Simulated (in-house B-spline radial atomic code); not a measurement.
Configurations of Ce V (Ce4+), with energies counted from [Kr] 4d10 5s2 5p6. Level of theory: Dirac-Hartree-Fock, average of configuration, Fermi nucleus of rms radius 4.8771 fm; calculated with a B-spline radial code for spherical atoms. Energies include first-order Breit, QED and recoil terms.

Occupations are held fixed; configurations that lie above the ionisation limit could autoionise.

```
                     configuration  E - E(ref) (eV)  highest orbital  its <r> (bohr)
             [Kr] 4d10 4f1 5s1 5p6           37.987            4f7/2          0.9829
             [Kr] 4d10 5s2 5p5 6d1           44.939            6d5/2           4.497
             [Kr] 4d10 5s2 5p5 5g1           51.983            5g7/2           5.407
              [Kr] 4d9 5s2 5p6 5g1           152.51            5g7/2           5.401
              [Kr] 4d9 5s2 5p6 8p1           154.94            8p3/2           8.998
[Ar] 3d10 4s2 4p5 4d10 5s2 5p6 5f1           260.11            5f7/2           3.643
[Ar] 3d10 4s2 4p5 4d10 5s2 5p6 5g1           267.39            5g7/2           5.402
[Ar] 3d10 4s2 4p5 4d10 5s2 5p6 7g1           274.07            7g7/2           12.49
 [Ar] 3d9 4s2 4p6 4d10 5s2 5p6 5f1            929.8            5f7/2           3.609
 [Ar] 3d9 4s2 4p6 4d10 5s2 5p6 5g1           937.21            5g7/2           5.406
 [Ar] 3d9 4s2 4p6 4d10 5s2 5p6 6g1           941.37            6g7/2           8.644
 [Ar] 3d9 4s2 4p6 4d10 5s2 5p6 9p1           942.84            9p3/2           12.59
```

Question: Order these further configurations by energy, lowest first.
A. [Kr] 4d10 5s2 5p5 8d1
B. [Kr] 4d10 5s2 5p5 5f1
C. [Ar] 3d10 4s2 4p5 4d10 5s2 5p6 5d1
D. [Kr] 4d10 5s2 5p5 7d1
E. [Ar] 3d10 4s2 4p5 4d10 5s2 5p6 9f1

Answer: B (45.149 eV), D (52.521 eV), A (56.539 eV), C (238.92 eV), E (275.82 eV).

Question: How far above the reference does [Ar] 3d9 4s2 4p6 4d10 5s2 5p6 9s1 lie?

Answer: 942.05 eV; its least bound orbital is 9s1/2 with <r> = 11.59 bohr.

Question: How far above the reference does [Kr] 4d9 5s2 5p6 8g1 lie?

Answer: 160.84 eV; its least bound orbital is 8g7/2 with <r> = 16.94 bohr.

Question: How far above the reference does [Kr] 4d10 5s2 5p5 8s1 lie?

Answer: 53.204 eV; its least bound orbital is 8s1/2 with <r> = 8.25 bohr.

Question: One of these lies 274.3 eV from the reference. Which?
A. [Ar] 3d10 4s2 4p5 4d10 5s2 5p6 8s1
B. [Kr] 4d10 5s2 5p5 6g1
C. [Ar] 3d10 4s2 4p5 4d10 5s2 5p6 9d1
D. [Kr] 4d10 5s1 5p6 5d1

Answer: C.
